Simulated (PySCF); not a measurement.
## Excitation energy of Si by level of theory

Si [Ne] 3s2 3p2 (3P) → Si [Ne] 3s2 3p1 4s1 (3P), as a difference of total energies. All numbers are calculated (PySCF 2.14, the non-relativistic Hamiltonian (point nucleus), in aug-cc-pV(5+d)Z (8s7p6d4f3g2h, 136 functions)). Correlated levels: valence: [Ne] frozen. The calculations carry no spin-orbit coupling.

```tsv
method	excitation energy (cm⁻¹)
UHF	38148
LDA	39381
PBE	39422
PBE0	40046
CAM-B3LYP	40008
MP2 (valence)	40174
```

Estimate what r2SCAN gives.

41639 cm⁻¹, closest to MP2 (valence) among the rows shown.

Estimate what SCS-MP2 (valence) gives.

39864 cm⁻¹, closest to CAM-B3LYP among the rows shown.

The promoted electron is Rydberg-like, and one or two diffuse shells describe it only roughly, which tends to raise the upper state.
